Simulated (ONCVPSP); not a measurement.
# Ga: one change to an ONCV potential, before and after

Ga (Z = 31), optimised norm-conserving Vanderbilt (ONCV), made with ONCVPSP 4.0.1 (PBE, scalar-relativistic). Core [Ne] 3s2, reference 3p6 3d10 4s2 4p1. Waves: 4s: rc 2.00 bohr, ncon 4, nbas 8, qcut 3.1 1/bohr, 3 projectors, debl 2.6 Ha; 3p+4p: rc 1.05 bohr, ncon 4, nbas 9, qcut 14.4 1/bohr, 2 projectors; 3d: rc 0.85 bohr, ncon 5, nbas 9, qcut 19.9 1/bohr, 2 projectors, debl 3.2 Ha; f scattering state at 0.32 Ha: rc 1.75 bohr, ncon 3, nbas 7, qcut 6.6 1/bohr, 2 projectors, debl 0.6 Ha. Local part: polynomial inside 0.75 bohr (lpopt 5, dvloc0 2 Ha). Core correction: Teter function, fcfact 3, rcfact 1.1.

Change: d: rc 0.6; local potential polynomial inside 0.60 bohr (lpopt 5, dvloc0 2 Ha).

Cutoffs: the cutoffs (Ha) at which the residual kinetic energy of the hardest occupied pseudo-wave falls to 1 and 0.1 mHa per electron; they do not see the model core or the augmentation charge, which bear on the density cutoff. Errors are all-electron minus pseudo energies relative to the spin-unpolarised reference configuration.

Question: Predict the effect on cutoff, ghosts and configuration errors.

Answer: The potential gets harder (153 Ha and 173 Ha → 299 Ha and 762 Ha); a bound ghost appears in s, which as a rule spoils a file; the lowest positive-energy flag moves from s at 17.7 eV to f at 63.4 eV; the errors of the 3 common tests hardly move; the range in which the f phases agree narrows (upper end 4.3 → 2.2). A smaller radius makes the pseudo-wave follow the all-electron one further in, where it bends more sharply, so more plane waves are needed.

```csv
quantity,base,changed
"cutoff, loose",153 Ha,299 Ha
"cutoff, tight",173 Ha,762 Ha
loose cutoff by channel,"s 12 Ha, p 58 Ha, d 153 Ha","s 12 Ha, p 58 Ha, d 299 Ha"
bound ghosts,none,s
GHOST(+) flags under 300 eV,"s at 17.7 eV, f at 141.4 eV",f at 63.4 eV
tests with a reliable result,3 of 4,3 of 4
"error for 3p6 3d10 4s2 4p0, meV [ΔE 5.69 eV]",0.0,0.0
"error for 3p6 3d10 4s1 4p0, meV [ΔE 26.82 eV]",-6.3,-6.7
"error for 3p6 3d10 4s1 4p2, meV [ΔE 6.54 eV]",-8.5,-8.5
s: phases at 2.03 bohr within 0.05 rad from the reference energy up to (Ha; the scan ends near 5),to the end of the scan,to the end of the scan
p: phases at 1.06 bohr within 0.05 rad from the reference energy up to (Ha; the scan ends near 5),to the end of the scan,to the end of the scan
f: phases at 1.78 bohr within 0.05 rad from the reference energy up to (Ha; the scan ends near 5),4.3,2.2
"rms error of d²Exc/dni dnj with the model core, mHa",2.66,2.69
```

 A true bound ghost makes a file unfit for plane-wave use even where its test errors are small: the radial tests pick states by their node count and pass the ghost by.
